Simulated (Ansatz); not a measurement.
The cluster MoO₅H₄: single points at one geometry.

```yaml
crystal:
  periodic: [false, false, false]
  atoms:
    - {symbol: Mo, position_ang: [-0.263474, 0.316866, 0.052652]}
    - {symbol: O, position_ang: [-0.228608, 1.454931, -1.468646]}
    - {symbol: O, position_ang: [-0.587016, -1.123682, -1.259997]}
    - {symbol: O, position_ang: [-1.528009, 0.944181, 0.972760]}
    - {symbol: O, position_ang: [0.884041, -0.692736, 1.204375]}
    - {symbol: O, position_ang: [-1.111006, -1.832286, -0.095929]}
    - {symbol: H, position_ang: [1.745045, -0.371594, 1.524231]}
    - {symbol: H, position_ang: [0.994823, 1.416963, 0.402197]}
    - {symbol: H, position_ang: [-0.308105, -2.297962, 0.253682]}
    - {symbol: H, position_ang: [0.402310, 2.185339, -1.585326]}
basis:
  gaussian: {orbitals: def2-TZVP, initial_orbitals: start.molden}
hamiltonian: {xc: {name: wB97M-V}}
scf: {omitted_lower_state_checks: [starts]}
output: {orbitals: {seedname: orbitals}}
```

The file start.molden holds the orbitals of an earlier run on this structure, at another level or in another basis.

```sh
$ ansatz run in.yaml --threads 4 --pin off --events-out ev --progress --plain --max-ram 8704MiB
```

It prints (some lines left out):

```
Functional definition: wB97M-V
1266 factors; their error is unknown
299 factors; integrals over basis functions are off by at most 1.2e-5 eV
mean field evaluation 1: about -12155.5503 eV, gradient 1.3e1 eV
mean field evaluation 2: about -12155.6512 eV, gradient 1.9e-1 eV
mean field evaluation 4: about -12155.7050 eV, gradient 1.0e-3 eV
mean field -12155.70503245 eV, -446.7139205096 hartree, gradient 1.8e-5 eV, S^2 0.000000; 0 other end points of the search recorded, 0 dependent functions left out
reference -12155.70510814 eV, -446.7139232913 hartree; 29, 29 occupied and 190, 190 virtual orbitals, 1266 factors
Total energy: -12155.70510814 eV, -446.7139232913 hartree
Checks for a lower state left out: starts
```

Hardware: 4 threads of Arm Neoverse V2 on a shared host. Wall time 8.5 s, peak host memory 0.71 GiB.

First input, but with `gaussian: {orbitals: def2-SVP, initial_orbitals: start.molden}`, `correlation: {method: ccsd_t}` and without the key `hamiltonian` (abridged; 22 s):

```
Functional definition: HF
mean field -12074.73056632 eV, -443.7381637660 hartree, gradient 3.0e-6 eV, S^2 0.000000
5 core orbitals not correlated: weight in the atoms' cores, before any rotation towards them, 1.000 or more for the frozen orbitals, at most 0.000 for the correlated occupied ones
second order -38.84105342 eV of doubles, -0.00000000 eV of singles
cycle   1  -34.84525667 eV  change     4.0e0 eV  update   3.4e-1
cycle   2  -36.94543547 eV  change    -2.1e0 eV  update   2.5e-1
cycle   3  -37.41328335 eV  change   -4.7e-1 eV  update   5.5e-2
cycle   4  -37.49470279 eV  change   -8.1e-2 eV  update   2.8e-2
cycle   5  -37.44978044 eV  change    4.5e-2 eV  update   9.3e-3
cycle   6  -37.45248310 eV  change   -2.7e-3 eV  update   5.3e-3
cycle   7  -37.45313373 eV  change   -6.5e-4 eV  update   2.2e-3
cycle   8  -37.45112369 eV  change    2.0e-3 eV  update   1.2e-3
cycle   9  -37.45128882 eV  change   -1.7e-4 eV  update   6.0e-4
cycle  10  -37.45221797 eV  change   -9.3e-4 eV  update   3.3e-4
cycle  11  -37.45195332 eV  change    2.6e-4 eV  update   2.1e-4
cycle  12  -37.45156726 eV  change    3.9e-4 eV  update   1.1e-4
cycle  13  -37.45183053 eV  change   -2.6e-4 eV  update   5.1e-5
cycle  14  -37.45174591 eV  change    8.5e-5 eV  update   2.6e-5
cycle  15  -37.45176082 eV  change   -1.5e-5 eV  update   1.5e-5
perturbative correction -1.79727764 eV, -0.0660487349 hartree
Total energy: -12113.97960478 eV, -445.1805393253 hartree
Checks for a lower state left out: starts
```

First input, but with `gaussian: {orbitals: def2-SVP, initial_orbitals: start.molden}`, `hamiltonian: {xc: pbe, dispersion: d4}` (abridged; 1.1 s):

```
Functional definition: PBE
mean field -12139.81796613 eV, -446.1300815911 hartree, gradient 1.2e-5 eV, S^2 0.000000
Total energy: -12140.05079186 eV, -446.1386377790 hartree
Checks for a lower state left out: starts
```

First input, but with `hamiltonian: {xc: r2scan, dispersion: d4}`, `output: {forces: true, orbitals: {seedname: orbitals}}` (abridged; 4.1 s):

```
Functional definition: r2SCAN
mean field -12158.46120342 eV, -446.8152079246 hartree, gradient 7.3e-6 eV, S^2 0.000000
Total energy: -12158.51828119 eV, -446.8173054939 hartree
Atom 0 force    -0.283964    -0.045206     0.189122 eV/Å
Atom 1 force     0.372586     0.294662     0.041072 eV/Å
Atom 2 force     0.017801     0.214217     0.263642 eV/Å
Atom 3 force     0.407333    -0.237593    -0.341713 eV/Å
Atom 4 force     0.432091     0.275288     0.095566 eV/Å
Atom 5 force     0.613940     0.016754     0.192124 eV/Å
Atom 6 force    -0.548218    -0.184535    -0.218152 eV/Å
Atom 7 force    -0.137877    -0.119112    -0.051441 eV/Å
Atom 8 force    -0.493880     0.245046    -0.253496 eV/Å
Atom 9 force    -0.379813    -0.459521     0.083275 eV/Å
Dipole moment:     0.797895    -0.077598     0.115805 e Å
Checks for a lower state left out: starts
```

First input, but with `hamiltonian: {xc: {name: PBE-QIDH}}` and without the key `output` (abridged; 4.9 s):

```
Functional definition: PBE-QIDH
mean field -12127.72190852 eV, -445.6855596728 hartree, gradient 3.5e-6 eV, S^2 0.000000
5 core orbitals not correlated: weight in the atoms' cores, before any rotation towards them, 1.000 or more for the frozen orbitals, at most 0.000 for the correlated occupied ones
second order -54.97262901 eV of doubles, -0.00000000 eV of singles
Total energy: -12146.04613352 eV, -446.3589625212 hartree
Checks for a lower state left out: starts
```

First input, but with `correlation: {method: mp2}` and without the key `hamiltonian` (abridged; 2.7 s):

```
Functional definition: HF
mean field -12088.44953937 eV, -444.2423267264 hartree, gradient 3.0e-6 eV, S^2 0.000000
5 core orbitals not correlated: weight in the atoms' cores, before any rotation towards them, 1.000 or more for the frozen orbitals, at most 0.000 for the correlated occupied ones
second order -48.01600232 eV of doubles, -0.00000000 eV of singles
Total energy: -12136.46554168 eV, -446.0068822651 hartree
Checks for a lower state left out: starts
```

The first input with `gaussian: {orbitals: STO-3G}`, `hamiltonian: {xc: hf}` (abridged; 0.3 s):

```
Functional definition: HF
mean field -117213.93646191 eV, -4307.5327145155 hartree, gradient 2.8e-5 eV, S^2 0.000000
Total energy: -117213.93646191 eV, -4307.5327145155 hartree
Checks for a lower state left out: starts
```

Geometry: PBE-D4/def2-SVP.

In the def2 sets Mo takes a core potential, while STO-3G treats all electrons; there is no spin–orbit coupling. Correlated methods freeze 5 core orbitals; core or outer-core shells of Mo are correlated, in sets that lack core-valence functions. The structure holds one bond between oxygen atoms, so isomers without such links may lie far lower. The structure comes from a short search, and lower isomers may exist.
